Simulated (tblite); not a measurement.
C7H7BF2S.
Numbering: `[CH3:1][S:2][c:3]1[cH:4][cH:5][cH:6][cH:7][c:8]1[B:9]([F:10])[F:11]` (hydrogens: H12, H13, H14 on C1; H15 on C4; H16 on C5; H17 on C6; H18 on C7)

Computed with GFN2-xTB (tblite), gas phase: L-BFGS steps from a force-field or distance-geometry start until the largest atomic force falls under 0.01 eV/Å.

Step 49: E = -886.4547 eV
```
atom  x, y, z in Å  |  force x, y, z in eV/Å
C1      2.7522   -0.5015   -0.1909    0.018  -0.016   0.037
S2      1.6029   -0.2219   -1.5759    0.017  -0.004  -0.040
C3      0.0722   -0.2657   -0.6469   -0.031  -0.008   0.066
C4     -0.5550   -1.4902   -0.4933   -0.050  -0.025   0.037
C5     -1.7295   -1.5786    0.2336   -0.056  -0.007   0.016
C6     -2.3170   -0.4354    0.7517   -0.010   0.004  -0.049
C7     -1.7234    0.7950    0.5398    0.009  -0.014   0.011
C8     -0.4928    0.9021   -0.1217   -0.024   0.027  -0.013
B9      0.1998    2.2984   -0.1460    0.045   0.069  -0.069
F10    -0.4925    3.4235   -0.0876    0.027  -0.074   0.018
F11     1.5053    2.4814   -0.1080   -0.040   0.057  -0.016
H12     2.3621   -1.3008    0.4310    0.012  -0.017   0.022
H13     3.7063   -0.7932   -0.6182   -0.035   0.029  -0.037
H14     2.8604    0.4172    0.3774   -0.009  -0.016   0.004
H15    -0.1238   -2.3741   -0.9389    0.052   0.034   0.010
H16    -2.2015   -2.5378    0.3831    0.017  -0.034  -0.014
H17    -3.2381   -0.5153    1.3119    0.021   0.072  -0.064
H18    -2.1964    1.7032    0.8872    0.037  -0.076   0.081
```

Step 50: E = -886.4564 eV
```
atom  x, y, z in Å  |  force x, y, z in eV/Å
C1      2.7582   -0.5031   -0.1902   -0.026   0.005  -0.004
S2      1.6059   -0.2206   -1.5721   -0.004  -0.013  -0.060
C3      0.0733   -0.2678   -0.6455   -0.028   0.017   0.126
C4     -0.5549   -1.4914   -0.4887   -0.068  -0.003   0.001
C5     -1.7332   -1.5776    0.2322   -0.031  -0.009   0.023
C6     -2.3177   -0.4337    0.7516   -0.037   0.008  -0.076
C7     -1.7230    0.7968    0.5416    0.052  -0.062   0.050
C8     -0.4889    0.8999   -0.1160   -0.075   0.061  -0.043
B9      0.1987    2.2996   -0.1499    0.003  -0.060  -0.048
F10    -0.4985    3.4178   -0.0877   -0.045   0.038   0.017
F11     1.5006    2.4902   -0.1198    0.080   0.061  -0.019
H12     2.3693   -1.3024    0.4282   -0.007  -0.085   0.065
H13     3.7104   -0.7904   -0.6203    0.012   0.010  -0.054
H14     2.8643    0.4119    0.3807    0.001   0.051   0.037
H15    -0.1279   -2.3749   -0.9365    0.076   0.001   0.001
H16    -2.2076   -2.5366    0.3779    0.019  -0.021  -0.011
H17    -3.2434   -0.5139    1.3036    0.020   0.080  -0.045
H18    -2.1945    1.7026    0.8992    0.058  -0.081   0.041
```

Q: Estimate the geometry and energy of step 51. (The exact step hangs on the optimiser's Hessian estimate; all steps are aligned on step 50, rigid shifts and turns removed.)

A: E = -886.4585 eV, largest force 0.131 eV/Å
```
atom  x, y, z in Å  |  force x, y, z in eV/Å
C1      2.7607   -0.5054   -0.1878   -0.033   0.007  -0.010
S2      1.6090   -0.2235   -1.5712   -0.035  -0.021  -0.028
C3      0.0742   -0.2700   -0.6446   -0.014   0.043   0.123
C4     -0.5558   -1.4924   -0.4858   -0.045   0.005  -0.029
C5     -1.7352   -1.5768    0.2330   -0.013  -0.009   0.017
C6     -2.3178   -0.4314    0.7507   -0.043  -0.005  -0.084
C7     -1.7226    0.7982    0.5395    0.067  -0.055   0.068
C8     -0.4871    0.8994   -0.1164   -0.072   0.067  -0.059
B9      0.1984    2.3005   -0.1543   -0.004  -0.028  -0.015
F10    -0.5042    3.4158   -0.0685    0.003  -0.008   0.003
F11     1.5007    2.4959   -0.1424    0.032   0.061  -0.026
H12     2.3767   -1.3143    0.4229    0.018  -0.064   0.047
H13     3.7168   -0.7781   -0.6210   -0.015   0.011  -0.027
H14     2.8553    0.4068    0.3910    0.002   0.027   0.022
H15    -0.1301   -2.3757   -0.9350    0.079  -0.009   0.007
H16    -2.2095   -2.5355    0.3784    0.008  -0.023  -0.006
H17    -3.2444   -0.5103    1.2997   -0.003   0.081  -0.026
H18    -2.1938    1.7032    0.9000    0.068  -0.081   0.024
```

The energy changes by -0.0021 eV. The first-order estimate −F·Δx gives -0.0025 eV and the mean of the old and new forces, exact on a quadratic surface, -0.0020 eV. The step makes an angle of 80° with the force vector and moves no atom by more than 0.023 Å.

The cost below is that of the whole relaxation. Hardware: an Arm Neoverse N1 with one thread, shared host with 64 logical CPUs at a one-minute load of 60. Cost: 3.4 s of wall time.
